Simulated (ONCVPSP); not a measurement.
# Plane-wave convergence, ONCV potential for hydrogen (H)

```json
{
  "Element": "hydrogen",
  "Generator": "ONCVPSP 4.0.1",
  "Type": "optimised norm-conserving Vanderbilt (ONCV)",
  "Functional": "PBE",
  "Relativity": "scalar-relativistic",
  "Frozen core": "none",
  "Valence charge": "1",
  "Reference configuration": "1s0.5 (charge +0.5)",
  "Partial waves": "1s: rc 1.00 bohr, ncon 4, nbas 7, qcut 7.2 1/bohr, 3 projectors, debl 2.9 Ha; p scattering state at 0.07 Ha: rc 0.85 bohr, ncon 4, nbas 8, qcut 7.8 1/bohr, 2 projectors, debl 2 Ha",
  "Local potential": "polynomial inside 0.70 bohr (lpopt 5, dvloc0 3 Ha)",
  "Core correction": "none"
}
```

Task: For each optimised wave give the share of its norm inside rc, the residual kinetic energy above qcut (Ha) and the cutoffs (Ha) for errors of 10, 1, 0.1 and 0.01 mHa per electron.

Result:

```json
{"wave": "1s", "norm inside rc": "0.357", "residual KE": "1.8e-04", "10 mHa": "10.0", "1 mHa": "19.0", "0.1 mHa": "30.2", "0.01 mHa": "107.6"}
{"wave": "s projector 2", "norm inside rc": "0.084", "residual KE": "3.7e-04", "10 mHa": "11.9", "1 mHa": "21.9", "0.1 mHa": "31.3", "0.01 mHa": "71.5"}
{"wave": "s projector 3", "norm inside rc": "0.057", "residual KE": "1.2e-03", "10 mHa": "14.7", "1 mHa": "26.6", "0.1 mHa": "35.9", "0.01 mHa": "75.0"}
{"wave": "p projector 1", "norm inside rc": "0.008", "residual KE": "1.6e-06", "10 mHa": "1.6", "1 mHa": "4.2", "0.1 mHa": "10.1", "0.01 mHa": "20.5"}
{"wave": "p projector 2", "norm inside rc": "0.057", "residual KE": "2.3e-05", "10 mHa": "6.2", "1 mHa": "11.5", "0.1 mHa": "23.2", "0.01 mHa": "34.9"}
```

The occupied waves need 19 Ha and 30 Ha for 1 and 0.1 mHa. Rows with under 1 % of the norm inside rc give no meaningful cutoff.
